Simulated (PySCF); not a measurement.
Molfile (atoms numbered from 1):
```
C5H6ClFO2
     RDKit          3D

 15 15  0  0  0  0  0  0  0  0999 V2000
   -0.7919    1.6832   -1.3491 O   0  0  0  0  0  0  0  0  0  0  0  0
   -0.7671    0.7699   -0.5817 C   0  0  0  0  0  0  0  0  0  0  0  0
   -1.8012   -0.3054   -0.3614 C   0  0  0  0  0  0  0  0  0  0  0  0
   -1.4379   -1.0059    0.8022 O   0  0  0  0  0  0  0  0  0  0  0  0
   -0.0376   -0.9068    0.9774 C   0  0  0  0  0  0  0  0  0  0  0  0
    0.3940    0.4371    0.3900 C   0  0  2  0  0  0  0  0  0  0  0  0
    0.4306    1.4064    1.3829 F   0  0  0  0  0  0  0  0  0  0  0  0
    1.7469    0.4743   -0.3099 C   0  0  0  0  0  0  0  0  0  0  0  0
    1.7684   -0.6803   -1.6565 Cl  0  0  0  0  0  0  0  0  0  0  0  0
   -1.8006   -0.9641   -1.2452 H   0  0  0  0  0  0  0  0  0  0  0  0
   -2.8046    0.1051   -0.2324 H   0  0  0  0  0  0  0  0  0  0  0  0
    0.4728   -1.7243    0.4511 H   0  0  0  0  0  0  0  0  0  0  0  0
    0.1678   -0.9668    2.0468 H   0  0  0  0  0  0  0  0  0  0  0  0
    2.5467    0.2124    0.3833 H   0  0  0  0  0  0  0  0  0  0  0  0
    1.9091    1.4731   -0.7194 H   0  0  0  0  0  0  0  0  0  0  0  0
  1  2  2  0
  2  3  1  0
  3  4  1  0
  4  5  1  0
  5  6  1  0
  6  7  1  1
  6  8  1  0
  8  9  1  0
  6  2  1  0
  3 10  1  0
  3 11  1  0
  5 12  1  0
  5 13  1  0
  8 14  1  0
  8 15  1  0
M  END
```

Geometry: GFN2-xTB; GIAO shifts from PySCF 2.14.0 with density-fitted response routines, gas phase, non-relativistic, averaged over equivalent atoms.

At PBE0/6-31G (97 basis functions, 14 s wall time on 1 thread of an Arm Neoverse V2, shared host):
```json
{"atoms": "O1", "δ (ppm)": "628.5"}
{"atoms": "O4", "δ (ppm)": "-0.7"}
{"atoms": "C2", "δ (ppm)": "209.4"}
{"atoms": "C6", "δ (ppm)": "94.6"}
{"atoms": "C5", "δ (ppm)": "73.2"}
{"atoms": "C3", "δ (ppm)": "72.4"}
{"atoms": "C8", "δ (ppm)": "43.3"}
{"atoms": "F7", "δ (ppm)": "-178.1"}
{"atoms": "H12", "δ (ppm)": "4.98"}
{"atoms": "H11", "δ (ppm)": "4.83"}
{"atoms": "H13", "δ (ppm)": "4.72"}
{"atoms": "H10", "δ (ppm)": "4.38"}
{"atoms": "H15", "δ (ppm)": "4.09"}
{"atoms": "H14", "δ (ppm)": "3.43"}
```

δ = σ(ref) − σ, references computed at the same level: H2O for $^{17}$O (σref 321.08); $^{13}$C (σref 201.73) and $^{1}$H (σref 33.07) against TMS; $^{19}$F (σref 170.58) against CFCl3.

Estimate the result of repeating the calculation with PBE0/pcSseg-1.

Results:


| atoms | δ at PBE0/pcSseg-1 | change |
| --- | --- | --- |
| O1 | 652.0 | +23.5 |
| O4 | 10.7 | +11.4 |
| C2 | 217.6 | +8.2 |
| C6 | 95.3 | +0.7 |
| C5 | 76.5 | +3.3 |
| C3 | 75.9 | +3.5 |
| C8 | 46.1 | +2.8 |
| F7 | -176.6 | +1.5 |
| H12 | 4.82 | -0.16 |
| H11 | 4.58 | -0.25 |
| H13 | 4.66 | -0.06 |
| H10 | 4.10 | -0.28 |
| H15 | 4.18 | +0.09 |
| H14 | 3.55 | +0.12 |

δ = σ(ref) − σ, references computed at the same level: $^{17}$O (336.08 ppm) vs H2O; TMS for $^{13}$C (186.93 ppm) and $^{1}$H (31.72 ppm); CFCl3 for $^{19}$F (170.95 ppm).

The largest change is at O1 (ketone oxygen). Cost: 190 basis functions, 28 s wall time on 1 thread of an Arm Neoverse V2, shared host. The order of the carbon signals is the same at both levels.

Carbons that carry Cl, above all several Cl atoms, come out too deshielded, partly because spin–orbit coupling is missing. Unscaled 19F shifts against computed CFCl3 carry errors that often reach 10 to 50 ppm. Unscaled 17O shifts of doubly bonded oxygen tend to come out too high, by tens of ppm or more. Experimental scales use liquid or dissolved standards, which lie at an offset from isolated H2O (liquid H2O: subtract about 36 ppm).
